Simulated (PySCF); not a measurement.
# TDDFT excited states: C3H9Ga

C₃H₉Ga.
Numbering: `[CH3:1][CH2:2][CH2:3][GaH2:4]` (hydrogens: H5, H6, H7 on C1; H8, H9 on C2; H10, H11 on C3; H12, H13 on Ga4)

Theory: TDDFT wB97X-D/def2-SVPD, vertical, gas phase, core orbitals frozen in the response (PySCF 2.14.0, density-fitted response routines). One conformer (not necessarily the lowest) at the PBE0-D3(BJ)/def2-SVP geometry, without solvent, vibrations or thermal averaging. The wB97X-D/def2-SVPD calculation is non-relativistic and has no spin–orbit coupling, an omission that weighs most on gallium. Torsions of this conformer, `[CH3:1][CH2:2][CH2:3][GaH2:4]`: C1–C2–C3–Ga4 64°.

Q: What does the calculation give for the low-lying excited states?

A: 

```json
{"state": "S1", "E (eV)": "4.84", "ν̃ (cm⁻¹)": "39030", "f": "0.0018", "main configurations (H = HOMO, L = LUMO)": "H→L (97%)"}
{"state": "S2", "E (eV)": "5.37", "ν̃ (cm⁻¹)": "43290", "f": "0.0001", "main configurations (H = HOMO, L = LUMO)": "H-1→L (99%)"}
{"state": "S3", "E (eV)": "7.28", "ν̃ (cm⁻¹)": "58740", "f": "0.020", "main configurations (H = HOMO, L = LUMO)": "H→L+1 (69%), H→L+2 (26%)"}
{"state": "S4", "E (eV)": "7.56", "ν̃ (cm⁻¹)": "61010", "f": "0.0011", "main configurations (H = HOMO, L = LUMO)": "H-2→L (88%)"}
{"state": "S5", "E (eV)": "7.74", "ν̃ (cm⁻¹)": "62440", "f": "0.015", "main configurations (H = HOMO, L = LUMO)": "H-3→L (82%)"}
{"state": "S6", "E (eV)": "7.89", "ν̃ (cm⁻¹)": "63630", "f": "0.220", "main configurations (H = HOMO, L = LUMO)": "H→L+2 (40%), H→L+3 (23%), H→L+1 (14%)"}
{"state": "S7", "E (eV)": "7.96", "ν̃ (cm⁻¹)": "64220", "f": "0.189", "main configurations (H = HOMO, L = LUMO)": "H-1→L+1 (86%)"}
{"state": "S8", "E (eV)": "8.16", "ν̃ (cm⁻¹)": "65810", "f": "0.017", "main configurations (H = HOMO, L = LUMO)": "H→L+3 (58%), H→L+2 (10%)"}
{"state": "S9", "E (eV)": "8.22", "ν̃ (cm⁻¹)": "66300", "f": "0.042", "main configurations (H = HOMO, L = LUMO)": "H-1→L+2 (38%), H→L+4 (22%)"}
{"state": "S10", "E (eV)": "8.33", "ν̃ (cm⁻¹)": "67190", "f": "0.035", "main configurations (H = HOMO, L = LUMO)": "H-4→L (72%), H-1→L+2 (10%)"}
```

Triplets, Tamm–Dancoff:

```
state  E (eV)  λ (nm)  main configurations (H = HOMO, L = LUMO)
   T1    4.57   271.2                                 H→L (96%)
   T2    5.01   247.5                               H-1→L (97%)
   T3    6.87   180.5                  H→L+2 (67%), H→L+1 (14%)
   T4    7.32   169.3                  H→L+1 (66%), H→L+3 (19%)
```

The lowest singlet lies at 4.84 eV (256 nm, ultraviolet) and is very weak; its leading configuration is HOMO→LUMO (97%). The most intense listed level is S6 at 7.89 eV (157 nm, f = 0.220), 3.05 eV above S1. Löwdin shares by element: HOMO carbon 46% or more, gallium 24%, hydrogen 7% or more (atoms not listed hold the other 24%); LUMO gallium 62%, hydrogen 19% or more, carbon 9% or more. Orbital energies (eV): HOMO-3 -11.58, HOMO-2 -11.35, HOMO-1 -10.10, HOMO -9.34, LUMO 0.29, LUMO+1 1.71, LUMO+2 2.43. Of the 10 states listed, 7 reach f = 0.01 and 1 stays under 0.0005. The listed states span 3.49 eV, and the widest gap between neighbours is 1.92 eV (S2 to S3). The vertical ionisation energy (ΔSCF) is 9.62 eV, 1.29 eV above S10. Singlets were solved by full linear response, triplets in the Tamm–Dancoff approximation.

Time: 66 s (with the writing of density and orbital grids); peak memory 0.90 GiB. Hardware: one thread, Intel Xeon Platinum 8488C (x86_64), no GPU, shared host with 192 logical CPUs at a one-minute load of 104.
